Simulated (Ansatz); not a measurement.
Name a neutral molecule of B, C, Ga, Ge, Se and H with LUMO energy (ωB97M-V/def2-TZVPP) between -0.95 and -0.65 eV and HOMO–LUMO gap (PBE0/def2-TZVPP) between 3.85 and 4.15 eV (Ansatz, PBE0-D4/def2-TZVP geometry).

`[BH2][GeH]([Se]C)[C](=C)[GaH2]` (-0.94 eV, 4.03 eV). Other molecules can fit too; these were computed, each in one conformer that needn't be the lowest.
